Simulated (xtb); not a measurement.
C$_{2}$H$_{6}$Se$_{2}$, charge -1, doublet, at the geometry of the source list (a state made from the parent by changing its charge; the spin is typed, not shown lowest); GFN2-xTB (xtb 6.7.1).

The xtb input:
```
$ xtb mol.xyz --gfn 2 --chrg -1 --uhf 1 --json

# file mol.xyz
10

C      2.01510000    -0.32350000    -0.24910000
Se     1.02440000     1.33360000     0.16400000
Se    -0.89960000     0.95360000    -1.02150000
C     -2.03050000     0.08300000     0.34350000
H      3.05470000    -0.14740000     0.01100000
H      1.92310000    -0.53140000    -1.31100000
H      1.61680000    -1.14640000     0.33800000
H     -2.87930000    -0.35460000    -0.17780000
H     -2.37080000     0.82700000     1.06170000
H     -1.45390000    -0.69400000     0.84130000
```

### Question
Write the output that xtb gives for this input, abridged.

### Answer

```
   ID    Z sym.   atoms
    1    6 C      1, 4
    2   34 Se     2, 3
    3    1 H      5-10

           -------------------------------------------------
          |                Calculation Setup                |
           -------------------------------------------------

           -------------------------------------------------
          |                 G F N 2 - x T B                 |
           -------------------------------------------------

          ...................................................
          :                      SETUP                      :
          :.................................................:
          :  # basis functions                  34          :
          :  # atomic orbitals                  32          :
          :  # shells                           16          :
          :  # electrons                        27          :
          :  max. iterations                   250          :
          :  Hamiltonian                  GFN2-xTB          :
          :  restarted?                      false          :
          :  GBSA solvation                  false          :
          :  PC potential                    false          :
          :  electronic temp.          300.0000000     K    :
          :  accuracy                    1.0000000          :
          :  -> integral cutoff          0.2500000E+02      :
          :  -> integral neglect         0.1000000E-07      :
          :  -> SCF convergence          0.1000000E-05 Eh   :
          :  -> wf. convergence          0.1000000E-03 e    :
          :  Broyden damping             0.4000000          :
          :  net charge                         -1          :
          :  unpaired electrons                  1          :
          ...................................................

 iter      E             dE          RMSdq      gap      omega  full diag
   1    -13.7991057 -0.137991E+02  0.721E+00    1.78       0.0  T
   2    -13.9584636 -0.159358E+00  0.578E+00    0.72       1.0  T
   3    -13.9708807 -0.124171E-01  0.314E+00    0.82       1.0  T
   4    -13.9717503 -0.869571E-03  0.598E-01    0.78       1.0  T
   5    -13.9717630 -0.127061E-04  0.158E-01    0.78       1.0  T
   6    -13.9717780 -0.149824E-04  0.127E-01    0.77       1.0  T
   7    -13.9717896 -0.116473E-04  0.306E-02    0.77       1.0  T
   8    -13.9717898 -0.177825E-06  0.734E-03    0.77       4.3  T
   9    -13.9717899 -0.402983E-07  0.431E-03    0.77       7.3  T
[...]
         :: total energy             -13.857340461012 Eh    ::
[...]
     4   6 C        3.738     0.000    20.660     6.486
     5   1 H        0.925     0.011     2.881     2.654
     6   1 H        0.925     0.017     2.784     2.609
     7   1 H        0.925     0.008     2.927     2.676
     8   1 H        0.925     0.011     2.874     2.651
     9   1 H        0.925     0.012     2.853     2.641
    10   1 H        0.925     0.012     2.852     2.641

 Mol. C6AA /au·bohr⁶  :       2602.005574
 Mol. C8AA /au·bohr⁸  :     124265.658336
 Mol. α(0) /au        :         84.440059

Wiberg/Mayer (AO) data.
largest (>0.10) Wiberg bond orders for each atom

 ---------------------------------------------------------------------------
     #   Z sym  total        # sym  WBO       # sym  WBO       # sym  WBO
 ---------------------------------------------------------------------------
     1   6 C    3.992 --     2 Se   1.014     7 H    0.979     5 H    0.978
                             6 H    0.975
     2  34 Se   2.139 --     3 Se   1.017     1 C    1.014
     3  34 Se   2.140 --     2 Se   1.017     4 C    1.013
     4   6 C    3.992 --     3 Se   1.013     8 H    0.979     9 H    0.979
                            10 H    0.977
     5   1 H    1.000 --     1 C    0.978
     6   1 H    1.000 --     1 C    0.975
     7   1 H    1.000 --     1 C    0.979
     8   1 H    1.000 --     4 C    0.979
     9   1 H    1.000 --     4 C    0.979
    10   1 H    1.000 --     4 C    0.977
 ---------------------------------------------------------------------------

Topologies differ in total number of bonds
Writing topology from bond orders to xtbtopo.mol

molecular dipole:
                 x           y           z       tot (Debye)
 q only:       -0.129      -2.354       0.873
   full:       -0.180      -2.918       1.089       7.929
molecular quadrupole (traceless):
                xx          xy          yy          xz          yz          zz
 q only:        1.201      -1.649      -2.976      -3.536       2.237       1.775
  q+dip:        1.328      -3.583      -2.705      -8.169       2.164       1.377
   full:        1.891      -3.639      -2.872      -8.367       2.074       0.981

           -------------------------------------------------
          | TOTAL ENERGY              -13.857340461012 Eh   |
          | GRADIENT NORM               0.162603613271 Eh/α |
          | HOMO-LUMO GAP               0.774757951930 eV   |
           -------------------------------------------------

normal termination of xtb
```
